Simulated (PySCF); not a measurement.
# Dipole moment and polarisability of `[SiH3]C[SiH2]O[SiH2][SiH3]`

CH12OSi4.
SMILES with atom numbers: `[SiH3:1][CH2:2][SiH2:3][O:4][SiH2:5][SiH3:6]` (hydrogens: H7, H8, H9 on Si1; H10, H11 on C2; H12, H13 on Si3; H14, H15 on Si5; H16, H17, H18 on Si6)

Cartesian coordinates in Å at the GFN2-xTB level; atoms count from 1:
```
atom  x, y, z in Å
Si1   -1.986    0.236    1.291
C2    -1.498   -1.119    0.057
Si3   -0.856   -0.503   -1.618
O4     0.473    0.396   -1.410
Si5    1.661    1.194   -0.639
Si6    2.396   -0.047    1.155
H7    -2.354   -0.386    2.569
H8    -0.875    1.164    1.525
H9    -3.146    0.977    0.782
H10   -2.358   -1.765   -0.117
H11   -0.737   -1.750    0.517
H12   -0.419   -1.611   -2.469
H13   -1.831    0.361   -2.284
H14    1.089    2.501   -0.284
H15    2.645    1.412   -1.707
H16    1.888   -1.427    1.201
H17    3.860   -0.173    1.174
H18    2.037    0.547    2.450
```

Level: wB97X-D/def2-SVPD (PySCF), static field, nuclei fixed, core orbitals frozen in the response. The polarisability tensor in these axes (au):

```
x   125.16   0.98   0.01
y     0.98 111.30  -1.91
z     0.01  -1.91 125.75
```

Question: What are the eigenvalues, a third of the trace, and Δα (Δα² = ½Σ(αi − αj)² over the three pairs)?

Answer: Principal values 110.98, 125.21 and 126.02 au; mean 120.74 au = 17.89 Å³ = 19.91 × 10⁻⁴⁰ C²·m²/J; Δα = 14.65 au (12 % of the mean).

Question: What is the dipole moment, and where does it point?

Answer: (-0.29, -0.62, 0.33) D, 0.76 D in size, pointing from the negative to the positive side. Measured along this direction, the outermost atoms are H15 at the negative end and H7 and H10 at the positive end.

Question: What are the principal values of the traceless quadrupole moment, Θ = ½Σq(3rr − r²1), about the centre of nuclear charge?

Answer: -4.07, -1.36, 5.43 D·Å. The values depend on the origin, since the dipole doesn't vanish. The electronic extent ⟨r²⟩ about the same centre is 1738 bohr², a root-mean-square distance of 2.44 Å for the 82 electrons.

Question: What depolarisation ratio follows for Rayleigh scattering of linearly polarised light, taking the static tensor?

Answer: ρ = 3Δα²/(45ᾱ² + 4Δα²) = 643.7/(655986 + 858.3) = 0.00098.

Question: What molar refraction does this α imply?

Answer: Lorentz–Lorenz: R = (4π/3)N_A α = 2.5225 cm³/(mol·Å³) × 17.89 Å³ = 45.1 cm³/mol, in the limit of long wavelengths.

Question: Directions of the eigenvectors, and the extent of the frame along each?

Answer: Largest value along (-0.15, -0.14, 0.98), where the nuclei span 5.17 Å; middle along (0.99, 0.05, 0.15), 6.92 Å; least along (-0.07, 0.99, 0.13), 4.25 Å. The strongest response doesn't lie along the longest of the three spans.

Question: How large is μ²/3kT at 400 K beside α?

Answer: In Gaussian units μ²/3kT = 3.45 Å³ against 17.89 Å³, a ratio of 0.19; the Debye molar polarisation (4π/3)N_A(α + μ²/3kT) is 53.8 cm³/mol, leaving out the vibrational part.

The structure is a single GFN2-xTB conformer in the gas phase; no vibrational or solvent corrections. GFN2-xTB frequencies show an imaginary mode (35i cm⁻¹), so this geometry is no minimum at that level.
